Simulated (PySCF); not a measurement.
A structure optimised at PBE0-D3(BJ)/def2-SVP, used in a PySCF frequency run:

```
C
F 1 1.3256
Cl 1 1.7632 2 108.85
Cl 1 1.7632 2 108.85 3 -120.50
Br 1 1.9433 2 108.15 3 119.75
```
Charge 0, spin multiplicity 1.

Problem. Write its SMILES, formula and point group.

Solution. FC(Cl)(Cl)Br, CBrCl2F, Cs

Problem. What are its rotational constants (standard atomic weights)?

Solution. 2.4133, 1.4817, 1.1772 GHz
